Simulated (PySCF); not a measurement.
## Electron correlation in Te (tellurium, neutral)

[Kr] 4d10 5s1 5p5, high-spin 3P determinant (an excited configuration). Calculation: PySCF 2.14, in aug-cc-pwCVTZ-DK3 with one added diffuse shell each of s, p, d, f type (11s10p8d5f1g, 125 functions); scalar relativity by spin-free X2C-1e. Frozen: [Ar] 3d10; 24 electrons correlated.

MP2 pair energies summed by pair of shells (mhartree):

```tsv
pair	energy	share (%)
4d-4d	-341.47	41.0
4p-4d	-126.16	15.1
4d-5p	-119.26	14.3
5p-5p	-102.66	12.3
4p-4p	-40.22	4.8
4s-4d	-28.99	3.5
4d-5s	-22.76	2.7
4s-4p	-15.54	1.9
5s-5p	-14.50	1.7
4p-5p	-12.13	1.5
4p-5s	-4.38	0.5
4s-4s	-3.37	0.4
4s-5p	-1.72	0.2
4s-5s	-0.60	0.1
```

Total MP2 correlation energy: -833.74 mhartree.

Same-spin part -280.88 and opposite-spin part -552.86 mhartree; SCS-MP2 scales them by 1/3 and 6/5 to -757.06 mhartree.
